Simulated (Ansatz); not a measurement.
Cartesian coordinates in Å:
```
N -0.809 0.453 0.750
B 0.278 -0.062 0.045
F 1.455 -0.192 0.667
S 0.124 -0.560 -1.704
H -1.722 0.579 0.352
H -0.729 0.728 1.713
H 1.403 -0.946 -1.821
```

Charge 0, multiplicity 1.

(1) List the B3LYP/def2-TZVPP orbital energies in eV (the Gaussian-basis code of Ansatz). (Estimate.)

## Answers

(1) The calculation gave: Occupied: -2417.72, -671.55, -389.69, -215.77, -185.46, -160.33, -160.22, -160.14, -32.83, -24.10, -20.11, -15.24, -14.45, -13.72, -12.44, -12.00, -11.07, -9.10, -8.68, -7.14. Lowest empty: 0.11, 0.91, 1.00, 1.70, 1.96, 2.65, 3.51, 3.53.

B3LYP here is the variant with VWN-RPA as its local correlation; programs differ in this.
